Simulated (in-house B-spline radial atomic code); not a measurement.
## Binding energies in Ca

NIST's tabulated ground configuration is [Ar] 4s2; each binding energy is the energy of the ion with one electron taken from that subshell, relaxed, less that of the parent. Level of theory: Dirac-Kohn-Sham PBE, spherical fractional occupations, Fermi nucleus of rms radius 3.4776 fm; calculated with a radial B-spline atomic code at the basis-set limit. Energies include first-order Breit, QED and recoil terms.

```tsv
subshell	X-ray name	binding energy (eV)	-ε (eV)	relaxation (eV)
1s	K	4061.2	3948.8	-116.4
2s	L1	434.8	414.3	-20.8
2p1/2	L2	360.6	337.1	-23.8
2p3/2	L3	356.9	333.4	-23.6
3s	M1	54.2	47.09	-7.14
3p1/2	M2	34.93	28.26	-6.69
3p3/2	M3	34.53	27.88	-6.65
4s	N1	6.31	3.77	-2.54
```

Relaxation = -ε minus the binding energy without Breit, QED and recoil terms. With a density functional, K lines can miss by some tenths of a per cent, more in light atoms. For a density functional the relaxation so defined is negative, because -ε of a Kohn-Sham level is smaller than the binding energy.

Emission lines follow as differences of binding energies, with λ = 12398.42 eV·Å / E:

| line | holes | energy (eV) | wavelength (Å) |
| --- | --- | --- | --- |
| K-L3 | 1s → 2p3/2 | 3704.3 | 3.347 |
| K-L2 | 1s → 2p1/2 | 3700.6 | 3.3504 |
| K-M3 | 1s → 3p3/2 | 4026.7 | 3.0791 |
| L1-M3 | 2s → 3p3/2 | 400.3 | 30.975 |
| L3-M1 | 2p3/2 → 3s | 302.7 | 40.959 |

(1) What screening constant σ does Moseley's law, E = (3/4)·13.6057 eV·(Z - σ)², need for K-L3?

(2) What does it cost to remove both a 1s and a 2p3/2 electron?

(3) What does it cost to remove both a 2p3/2 and a 3s electron?

(4) What does it cost to remove both a 2p3/2 and a 3p3/2 electron?

## Answers

(1) σ = 0.95.

(2) 4487.9 eV, which is 69.85 eV more than the two single binding energies together.

(3) 430.34 eV, which is 19.26 eV more than the two single binding energies together.

(4) 409.92 eV, which is 18.51 eV more than the two single binding energies together.
